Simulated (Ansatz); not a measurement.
Consider the hydrogenolysis of a B–Se bond: `CC[Se]BF` + H₂ → `BF` + `CC[SeH]`.

Gas-phase electronic energies from Ansatz, PBE0-D4/def2-TZVP geometries. CCSD(T)/CBS is the MP2 limit (def2-TZVPP, def2-QZVPP) plus CCSD(T) − MP2 in def2-TZVPP, frozen cores. This one scheme is used for every species. Functionals use def2-TZVPP. B3LYP here is the variant with VWN-RPA as its local correlation; programs differ in this. For Se outer-core shells are correlated without core-valence functions, which leaves a few kJ/mol of doubt a bond. Scalar relativity is left out up to krypton. One conformer a species, not always the lowest.

`CC[Se]BF`:

```xyz
11

C    -0.843    0.229   -1.208
C     0.412   -0.489   -0.765
Se    1.527    0.587    0.442
B     0.608    0.283    2.099
F    -0.458   -0.503    2.162
H    -1.402   -0.392   -1.914
H    -0.608    1.174   -1.701
H    -1.494    0.443   -0.359
H     1.063   -0.723   -1.608
H     0.186   -1.418   -0.244
H     1.009    0.808    3.095
```

H₂:

```xyz
2

H     0.216    0.263   -0.153
H    -0.216   -0.263    0.153
```

`BF`:

```xyz
4

B    -0.042    0.009   -0.026
F     1.056   -0.218    0.666
H    -1.092   -0.218    0.502
H     0.078    0.427   -1.142
```

`CC[SeH]`:

Cartesian coordinates in Å:
```
C -0.838 0.088 0.505
C 0.226 0.395 -0.525
Se 2.002 -0.286 -0.059
H -1.795 0.530 0.207
H -0.566 0.486 1.484
H -0.987 -0.988 0.611
H 0.383 1.471 -0.628
H -0.032 0.006 -1.509
H 1.608 -1.701 -0.086
```

| level | ΔE (kJ/mol) | difference from CCSD(T)/CBS |
| --- | --- | --- |
| PBE-D4 | 71.9 | 9.4 |
| r2SCAN-D4 | 71.3 | 8.8 |
| PBE0-D4 | 64.6 | 2.1 |
| B3LYP-D4 | 59.6 | -2.9 |
| ωB97X-V | 56.5 | -6.0 |
| ωB97M-V | 58.5 | -4.0 |
| B2PLYP | 55.6 | -6.9 |
| PBE | 66.0 | 3.5 |
| r2SCAN | 69.8 | 7.3 |
| PBE0 | 59.4 | -3.1 |
| B3LYP | 50.1 | -12.4 |
| HF/def2-TZVPP | 26.6 | -35.9 |
| MP2/def2-TZVPP | 67.0 | 4.5 |
| SCS-MP2/def2-TZVPP | 56.9 | -5.6 |
| CCSD/def2-TZVPP | 52.6 | -9.9 |
| CCSD(T)/def2-TZVPP | 59.7 | -2.8 |
| HF/def2-QZVPP | 25.4 | -37.1 |
| MP2/def2-QZVPP | 68.2 | 5.7 |
| SCS-MP2/def2-QZVPP | 57.8 | -4.7 |
| HF/CBS(def2) | 25.3 | -37.2 |
| MP2/CBS(def2) | 69.8 | 7.3 |
| CCSD/CBS(def2) | 55.4 | -7.1 |
| CCSD(T)/CBS | 62.5 | 0 |

Largest T1 diagnostic among the species: 0.013.

From PBE to PBE0 (25 % exact exchange), in def2-TZVPP and without D4, ΔE moves by −6.6 kJ/mol. In def2-TZVPP, CCSD(T) changes the Hartree–Fock value by +33.1 kJ/mol (the triples alone add +7.1 kJ/mol) and MP2 by +40.4 kJ/mol.
